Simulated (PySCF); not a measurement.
# Trend along group 14: MI cations

CCSD(T) with double-zeta basis sets in PySCF, for the lowest determinant that a PBE0 search found; no spin–orbit coupling. De refers to high-spin ground-configuration atoms (the charge goes to the atom of lower measured ionisation energy or higher electron affinity, which is not always the lowest computed limit).

| M | basis | reference, frozen orbitals | charged atom | state (unpaired electrons) | Re (Å) | ωe (cm⁻¹) | De (eV) |
| --- | --- | --- | --- | --- | --- | --- | --- |
| C | aug-cc-pVDZ/aug-cc-pVDZ-PP | RHF, 5 | I+ | singlet (closed shell) | 1.945 | 790 | 4.63 |
| Si | x2c-SVPall | RHF, 23 | Si+ | singlet (closed shell) | 2.341 | 449 | 3.84 |
| Ge | def2-SVP | RHF, 13 | Ge+ | singlet (closed shell) | 2.422 | 300 | 3.55 |
| Sn | x2c-SVPall | RHF, 36 | Sn+ | singlet (closed shell) | 2.635 | 238 | 3.20 |
| Pb | def2-SVP | RHF, 8 | Pb+ | singlet (closed shell) | 2.722 | 200 | n/a |

The shortest bond is that of CI⁺ (1.945 Å), the longest that of PbI⁺ (2.722 Å).

The rows differ in basis set, which adds steps of its own.

Down a group the atoms grow and get heavier, so bonds lengthen and wavenumbers fall; this series shows no clear exception.

Correlated steps freeze the inner cores (5 to 36 orbitals); shallow outer-core shells are correlated. Correlated levels converge slowly with the basis: in double zeta they bind strong bonds too weakly, by up to about 1 eV, and carry superposition errors of some tenths. Spin–orbit coupling is left out, which matters for elements this heavy, above all for dissociation energies. For an ion De counts to the pair picked by the measured ionisation energies or electron affinities, which need not be the lowest pair at this level. Where the molecule has an RHF reference, its open-shell atoms are computed with UHF. The CCSD T1 diagnostic is raised in CI⁺, SiI⁺, a sign that a single reference may not be enough there.
